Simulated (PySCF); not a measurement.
Identify the unknown among the candidates.

* 13C NMR: chemical shifts (computed TMS as zero) by class: 125.3 (1 C), 117.4 (1 C), 12.2 (1 C), 3.0 (2 C) ppm [GIAO PBE0/pcSseg-1]
* Couplings: largest of the computed one-bond spin–spin couplings (means over like bonds): 19F–13C -353.1 (×3), 19F–13C -305.6 (×2), 13C–1H +173.0 (×2), 13C–1H +172.6 (×2), 13C–1H +172.3 Hz [B3LYP/pcJ-1, spin–dipole term left out for some pairs]
* Rotational structure: rotational constants A, B, C: 2.123, 1.109, 1.005 GHz [PBE0-D3(BJ)/def2-SVP]
* Polarisability: 61.0 au [CAM-B3LYP/def2-SVPD]
* Triplet: lowest triplet excitation (Tamm–Dancoff): 8.52 eV [TDA CAM-B3LYP/def2-SVPD]
* Valence photoelectron: vertical ionisation energy: 11.58 eV [ΔSCF CAM-B3LYP/def2-SVPD]
* Dipole: 2.72 D [CAM-B3LYP/def2-SVPD]

Electronic properties: PySCF, gas phase, density fitting. Levels stand in brackets. One conformer (not necessarily the lowest) at the PBE0-D3(BJ)/def2-SVP geometry, without solvent, vibrations or thermal averaging. NMR values are class means; diastereotopic atoms form classes of their own.

**Question.** Which candidate is it?
A. `O[C@@]12C[C@@H]1[C@H]2OC(F)(F)F`
B. `FC1=Cc2ccccc2[SiH2]1`
C. `FC(F)(F)OC1=COCC1`
D. `FC(F)(F)C(F)(F)C1CC1`

**Answer.** D. It is `FC(F)(F)C(F)(F)C1CC1`. Numbering: `[F:1][C:2]([F:3])([F:4])[C:5]([F:6])([F:7])[CH:8]1[CH2:9][CH2:10]1`. Its formula, C5H5F5, gives 1 degree of unsaturation: 1 ring and 0 π bonds in the structure found. 5 carbons fall into 4 classes; from least to most shielded: CF3 carbon [C2] (125.3 ppm), CF2 carbon [C5] (117.4 ppm), three-membered-ring carbon [C8] (12.2 ppm), three-membered-ring carbon [C9/C10] (3.0 ppm, 2 C, up to 2.8 ppm apart in this geometry). The couplings run between: -353.1 Hz, fluorine of a CF3 group [F1] and CF3 carbon [C2] (with 2 like pairs); -305.6 Hz, fluorine of a CF2 group [F6] and CF2 carbon [C5] (with 1 like pair); +173.0 Hz, three-membered-ring carbon [C9] and its hydrogen (with 1 like pair); +172.6 Hz, three-membered-ring carbon [C9] and its hydrogen (with 1 like pair); +172.3 Hz, three-membered-ring carbon [C8] and its hydrogen. The first electron is taken from the HOMO, whose largest Löwdin shares are 0.32 on a three-membered-ring carbon, 0.29 on a three-membered-ring carbon, 0.14 on a three-membered-ring carbon and 0.05 on the CF2 carbon. The optimised geometry has point group C1 and is an asymmetric top.

The others, at the same levels:
- `FC(F)(F)OC1=COCC1` fails: it has 5 carbon classes against 4; its computed 13C shifts are 135.1 (1 C), 134.0 (1 C), 126.6 (1 C), 68.3 (1 C), 32.5 (1 C) ppm, vertical ionisation energy is 8.47 eV (against 11.58 eV) and lowest triplet excitation (Tamm–Dancoff) is 3.85 eV (against 8.52 eV).
- `O[C@@]12C[C@@H]1[C@H]2OC(F)(F)F` fails: its computed vertical ionisation energy is 9.21 eV (against 11.58 eV), lowest triplet excitation (Tamm–Dancoff) is 6.38 eV (against 8.52 eV) and static isotropic polarisability is 65.8 au (against 61.0 au).
- `FC1=Cc2ccccc2[SiH2]1` fails: it has 8 carbons where the 13C data count 5; its computed 13C shifts are 181.9 (1 C), 152.7 (1 C), 139.5 (1 C), 136.9 (1 C), 135.5 (1 C), 131.9 (1 C), 130.0 (1 C), 129.7 (1 C) ppm, vertical ionisation energy is 8.31 eV (against 11.58 eV) and lowest triplet excitation (Tamm–Dancoff) is 2.95 eV (against 8.52 eV).

Each candidate is one conformer, not necessarily the lowest. The conformers computed, where there is a choice (atom-mapped SMILES and torsion angles):
- `[F:1][C:2]([F:3])([F:4])[C:5]([F:6])([F:7])[CH:8]1[CH2:9][CH2:10]1`: F1–C2–C5–F6 179°, C2–C5–C8–C9 85°
- `[F:1][C:2]([F:3])([F:4])[O:5][C:6]1=[CH:7][O:8][CH2:9][CH2:10]1`: F1–C2–O5–C6 179°, C2–O5–C6–C7 10°
- `[OH:1][C@@:2]12[CH2:3][C@@H:4]1[C@H:5]2[O:6][C:7]([F:8])([F:9])[F:10]`: C4–C5–O6–C7 158°, C5–O6–C7–F8 172°, H–O1–C2–C3 -176°
